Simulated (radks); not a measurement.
The numbers below are computed, except where a source is named.
Problem. Re LXII, 14 electrons, occupied as [Ne] 3s2 3p2. Level of theory: Dirac Kohn-Sham, PBEsol, spin-unpolarised, spherical densities, point nucleus; open shells are shared between the two j in proportion to 2j + 1 (a radial shooting solver on a logarithmic mesh with Libxc functionals). Some entries of the table are withheld. Estimate them.

orbital      occ.  eigenvalue (eV)  <1/r> (bohr^-1)  <r^2> (bohr^2)
1s1/2           2        -76560.34              (1)       0.0004475
2s1/2           2        -17184.24            21.93        0.006639
2p1/2           2        -16713.80            21.83        0.004718
2p3/2           4        -15236.21            18.27        0.005845
3s1/2           2              (2)            8.822         0.03748
3p1/2    0.666667        -6769.293              (3)         0.03352
3p3/2     1.33333        -6375.642              (4)         0.03805

Solution. 
(1) 1s1/2 <1/r> (bohr^-1): 88.82
(2) 3s1/2 eigenvalue (eV): -6940.306
(3) 3p1/2 <1/r> (bohr^-1): 8.741
(4) 3p3/2 <1/r> (bohr^-1): 7.773
